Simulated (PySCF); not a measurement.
Frontier orbitals and the lowest excitations

C5H11AsO.
Structure used (PBE0-D3(BJ)/def2-SVP), in Å, numbered top down from 1:
```
atom  x, y, z in Å
O1    -2.6417    0.6316    0.1482
C2    -1.6108   -0.3146    0.1961
C3    -0.3823    0.0842   -0.6225
C4     0.7223   -0.9720   -0.5274
C5     1.3674   -0.8916    0.8523
As6    1.5209    1.0429    1.2862
C7     0.1806    1.4279   -0.1469
H8    -2.9055    0.7379   -0.7722
H9    -1.3414   -0.4112    1.2609
H10   -1.9537   -1.3164   -0.1344
H11   -0.7092    0.1710   -1.6768
H12    1.4831   -0.7604   -1.2971
H13    0.3287   -1.9818   -0.7404
H14    2.3561   -1.3702    0.8950
H15    0.7445   -1.3640    1.6273
H16    2.7341    1.2536    0.3791
H17    0.6819    1.9745   -0.9575
H18   -0.6250    2.0652    0.2446
```

Computed with TDDFT PBE0/def2-SVPD, vertical, gas phase, core orbitals frozen in the response in PySCF 2.14.0, density-fitted response routines. Relativistic effects, spin–orbit coupling among them, are left out although an element past zinc is present.

Kohn–Sham orbitals with the atoms that hold most of them (Löwdin shares over 4%, at most four atoms; ? is withheld):

| orbital | ε (eV) | atoms |
| --- | --- | --- |
| LUMO+2 | 0.73 | As6 24%, O1 20%, H8 14%, H16 8% |
| LUMO+1 | 0.46 | As6 29%, O1 10%, C7 9%, C5 9% |
| LUMO | 0.24 | ? |
| HOMO | -6.80 | ? |
| HOMO-1 | -8.00 | O1 52%, C2 14%, C3 10%, H10 6% |
| HOMO-2 | -8.59 | As6 27%, C5 24%, C7 21%, C4 5% |
| HOMO-3 | -8.86 | As6 25%, H16 20%, C5 12%, C7 11% |

(1) Which atoms hold the LUMO, and with what shares?

(2) Give the leading atoms of the HOMO.

(3) How does S1 compare with the orbital gap of 7.04 eV?

(4) One configuration dominates each of S1 and S2. Which, and how do the shares of the two leading atoms of either orbital change from the occupied to the empty one?

Results:

(1) As6 (bonded to 2 C and H) 24%; H16 (bonded to As) 12%; C5 (bonded to As, C and 2 H) 7%; C7 (bonded to As, C and 2 H) 7%. By element: arsenic 24%, carbon 14% or more, hydrogen 12% or more.

(2) As6 (bonded to 2 C and H) 62%; C7 (bonded to As, C and 2 H) 10%; C5 (bonded to As, C and 2 H) 9%; H16 (bonded to As) 7%. By element: arsenic 62%, carbon 18% or more, hydrogen 7% or more.

(3) S1 is at 5.92 eV (f = 0.037), 1.12 eV below the gap, made of HOMO→LUMO (92%). 

(4) 
- S1 (5.92 eV, f 0.037), HOMO→LUMO (92%): As6 62% → 24%, C7 10% → 7%, H16 7% → 12%
- S2 (6.18 eV, f 0.064), HOMO→LUMO+1 (82%): As6 62% → 29%, C7 10% → 9%, O1 at most 8% → 10%

Hardware: Arm Neoverse V2, one thread, no GPU (shared host). Cost: 3.3 min of wall time, 1.2 GiB resident at most.

One conformer stands for the species.

Without π bonds the low states are Rydberg-like; a valence basis with one diffuse set may place them up to an eV too high.
